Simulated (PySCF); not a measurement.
Isomers of C10H9F, from PBE0-D3(BJ)/def2-SVP geometry optimisation, gas phase in PySCF. One conformer each, no zero-point energy, no frequencies.

**Question.** Which isomer lies lower at this level?
A. `[F:1][c:2]1[cH:3][cH:4][cH:5][c:6]([C@:7]23[CH2:8][C@H:9]2[CH2:10]3)[cH:11]1` with C5–C6–C7–C8 -9°: A = 2412, B = 735.8, C = 583.8 MHz, dipole 1.55 D
B. `[F:1][CH2:2][c:3]1[cH:4][cH:5][cH:6][c:7]2[c:8]1[CH2:9][CH:10]=[CH:11]2` with F1–C2–C3–C4 132°: A = 1543, B = 1169, C = 685.8 MHz, dipole 1.13 D

**Answer.** B. That is `FCc1cccc2c1CC=C2`, 36.4 kcal/mol below the other.

```
                    SMILES                                                                 mapped SMILES      E (Eh)  relative (kcal/mol)  relative (kJ/mol)  dipole (D)
          FCc1cccc2c1CC=C2       [F:1][CH2:2][c:3]1[cH:4][cH:5][cH:6][c:7]2[c:8]1[CH2:9][CH:10]=[CH:11]2  -485.42738                  0.0                0.0        1.13
Fc1cccc([C@]23C[C@H]2C3)c1  [F:1][c:2]1[cH:3][cH:4][cH:5][c:6]([C@:7]23[CH2:8][C@H:9]2[CH2:10]3)[cH:11]1  -485.36929                 36.4              152.5        1.55
```

As drawn, the lower has a C=C bond outside aromatic rings, which the higher lacks; the higher has a three-membered ring and a quaternary carbon, which the lower lacks.
